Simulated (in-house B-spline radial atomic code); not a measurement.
Configurations of Ce+, with energies counted from [Xe] (4f5/2)1 (5d3/2)2. All numbers are computed (Dirac-Hartree-Fock, average of each configuration as written; Fermi nucleus of rms radius 4.8771 fm) with a radial B-spline atomic code at the basis-set limit, not measured. Energies include first-order Breit, QED and recoil terms.

Occupations are held fixed; configurations that lie above the ionisation limit could autoionise.

| configuration | E - E(ref) (eV) | highest orbital | its <r> (bohr) |
| --- | --- | --- | --- |
| [Xe] (4f7/2)1 (5d3/2)1 (5d5/2)1 | 0.6586 | 5d5/2 | 2.891 |
| [Xe] (4f5/2)1 (5d5/2)1 8s1 | 7.5408 | 8s1/2 | 14.5 |
| [Xe] (5d3/2)2 (8p3/2)1 | 11.683 | 8p3/2 | 16.58 |
| [Xe] (5d5/2)2 8s1 | 11.708 | 8s1/2 | 14.26 |
| [Kr] 4d10 (4f7/2)1 5s2 (5p1/2)2 (5p3/2)3 (5d5/2)3 | 21.475 | 5d5/2 | 2.77 |
| [Kr] 4d10 (4f7/2)1 5s2 (5p1/2)2 (5p3/2)3 (5d5/2)2 (8g9/2)1 | 31.11 | 8g9/2 | 42.93 |
| [Kr] (4d3/2)3 (4d5/2)6 (4f7/2)1 5s2 5p6 (5d5/2)2 (7f5/2)1 | 124.39 | 7f5/2 | 23.98 |

Q: Order these further configurations by energy, lowest first.
A. [Xe] (5d5/2)2 (6p1/2)1
B. [Xe] (5d3/2)2 (6g7/2)1
C. [Xe] (4f5/2)1 (5d5/2)1 (8p3/2)1
D. [Kr] 4d10 (4f7/2)1 5s2 (5p1/2)2 (5p3/2)3 (5d3/2)2 (6g7/2)1
E. [Kr] 4d10 (4f7/2)1 5s2 (5p1/2)1 (5p3/2)4 (5d3/2)1 (5d5/2)1 9s1

A: A (6.7983 eV), C (7.994 eV), B (12.584 eV), D (29.436 eV), E (32.499 eV).

Q: How far above the reference does [Xe] (4f5/2)1 (5d3/2)1 (5d5/2)1 lie?

A: 0.35223 eV; its least bound orbital is 5d5/2 with <r> = 2.915 bohr.

Q: How far above the reference does [Xe] (5d3/2)1 (5d5/2)1 9s1 lie?

A: 12.539 eV; its least bound orbital is 9s1/2 with <r> = 21.57 bohr.

Q: How far above the reference does [Xe] (4f7/2)1 (5d5/2)1 (9p1/2)1 lie?

A: 8.8982 eV; its least bound orbital is 9p1/2 with <r> = 24.46 bohr.
